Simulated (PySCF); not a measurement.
## The electron affinity along group 8

All values are computed (PySCF 2.14, energy differences of UHF-based or UKS calculations, no spin-orbit coupling). Values in eV. The last column holds reference values (measured affinities from photodetachment; the arrow runs from anion to atom). Unmarked ones compare directly (S terms, centres of terms, or small fine structure); those marked * lie between the lowest fine-structure levels and include a spin-orbit shift.

```json
{"element": "Fe (def2-TZVPPD, non-relativistic)", "configurations": "[Ar] 3d7 4s2 → [Ar] 3d6 4s2", "UHF": "-2.445", "MP2 (valence and next inner shell)": "0.141", "SCS-MP2 (valence and next inner shell)": "0.039", "CCSD (valence and next inner shell)": "-0.491", "PBE": "0.887", "SCS-MP2 (valence)": "-0.218", "reference": "0.153 *"}
{"element": "Ru (def2-TZVPPD with the def2 core potential (28 electrons), ECP)", "configurations": "[Kr] 4d7 5s2 → [Kr] 4d7 5s1", "UHF": "-0.558", "MP2 (valence and next inner shell)": "0.497", "SCS-MP2 (valence and next inner shell)": "0.580", "CCSD (valence and next inner shell)": "0.533", "PBE": "0.713", "SCS-MP2 (valence)": "0.551", "reference": "1.046 *"}
{"element": "Os (def2-TZVPPD with the def2 core potential (60 electrons), ECP)", "configurations": "[Xe] 4f14 5d7 6s2 → [Xe] 4f14 5d6 6s2", "UHF": "-0.892", "MP2 (valence and next inner shell)": "0.521", "SCS-MP2 (valence and next inner shell)": "0.532", "CCSD (valence and next inner shell)": "0.413", "PBE": "1.043", "SCS-MP2 (valence)": "0.734", "reference": "1.078 *"}
```

The highest occupied level of the anion is positive for Fe⁻ at UHF, PBE; Ru⁻ at UHF, PBE; Os⁻ at UHF, PBE, so there the basis helps to hold the electron.

"Valence" correlates the outer s and p shells and, in groups 3 to 12 and the f block, the outer d or f shell, open or full, or the next shell where the ion has no valence electron left; the wider scheme adds the next inner shell.
